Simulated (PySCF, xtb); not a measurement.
CH₄MgO, SMILES C[O][MgH].

xtb with GFN2-xTB at its own geometry gives an orbital gap of 2.98 eV and a dipole moment of 1.38 D.

Coordinates come from a B3LYP-D3(BJ)/def2-TZVP optimisation.

What does PySCF with B3LYP/def2-TZVPD give? (Estimate from the structure and the level; the computed values follow.)

gap 5.99 eV (levels -6.90 and -0.92 eV), dipole 0.10 D.
